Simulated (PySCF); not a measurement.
# Working out the ionisation energy of Fe⁺

Fe⁺ [Ar] 3d6 4s1 (6D) → Fe²⁺ [Ar] 3d6 (5D). All numbers are calculated (PySCF 2.14, the non-relativistic Hamiltonian (point nucleus), in aug-cc-pVTZ (8s7p5d3f2g, 93 functions)). Frozen: [Ar]. Energies in hartree (1 hartree = 27.21139 eV):

```
            part   Fe⁺ (lower)  Fe²⁺ (upper)
             UHF  -1262.219944  -1261.664517
CCSD correlation     -0.150478     -0.127769
             (T)     -0.003583     -0.002171
```

Q: What does Hartree-Fock give?

A: (-1261.664517) − (-1262.219944) = 0.555427 hartree = 15.114 eV.

Q: What do CCSD and CCSD(T) give?

A: The CCSD correlation energies differ by 0.022709 hartree = 0.618 eV and the triples by 0.001412 hartree = 0.038 eV, so CCSD gives 15.732 eV and CCSD(T) 15.770 eV.

Reference: 16.199 eV (measured; NIST Atomic Spectra Database, ionization energies), between the lowest levels; spin-orbit coupling is absent from the calculation.

The calculation is non-relativistic.

What remains against the reference includes basis incompleteness, the frozen core and higher excitations.
